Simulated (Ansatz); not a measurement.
A ladder of methods for C2F6 (hexafluoroethane)

The species is C2F6 (8 atoms), meant as a singlet with charge 0. SMILES: `FC(F)(F)C(F)(F)F`. Geometry: optimised at PBE0/def2-SVP.

```
atom    x (Å)    y (Å)    z (Å)
   F   1.0615  -0.7642   1.1513
   C   0.6596  -0.3955  -0.0546
   F   1.5912   0.3629  -0.6105
   F   0.4746  -1.4735  -0.7999
   C  -0.6596   0.3955   0.0546
   F  -0.4733   1.4761   0.7958
   F  -1.0641   0.7599  -1.1518
   F  -1.5898  -0.3612   0.6151
```

Each level gives the dissociation energy of the F7–C5 bond into doublet F and doublet C2F5 (shapes relaxed at PBE0/def2-SVP, no zero-point term) (eV). The values are calculated.

| level | kind | program | value (eV) | less CCSD(T)/def2-SVP | CPU time (all runs) |
| --- | --- | --- | --- | --- | --- |
| SVWN5/def2-SVP | LDA | Ansatz | 6.92 | +1.55 | 3.1 s |
| PBE/def2-SVP | GGA | Ansatz | 5.78 | +0.41 | 6.6 s |
| B3LYP/def2-SVP | global hybrid | Ansatz | 5.48 | +0.11 | 7.9 s |
| PBE0-D4/def2-SVP | global hybrid | Ansatz | 5.56 | +0.19 | 8.2 s |
| CAM-B3LYP/def2-SVP | range-separated hybrid | Ansatz | 5.67 | +0.30 | 9 s |
| wB97M-V/def2-SVP | range-separated hybrid | Ansatz | 5.81 | +0.44 | 35 s |
| MP2/def2-SVP | perturbation theory | Ansatz | 5.66 | +0.29 | 3.8 s |
| CCSD(T)/def2-SVP | coupled cluster or CI | Ansatz | 5.37 | 0.00 | 2.5 min |

CCSD(T)/def2-SVP is the highest level here, not the true value. The values span 5.37 to 6.92 eV. Measured bond enthalpies also hold zero-point and thermal terms, a few tenths of an eV less. CPU times are rough (shared hosts, several kinds of processor): they show what a rung costs within a factor of a few.
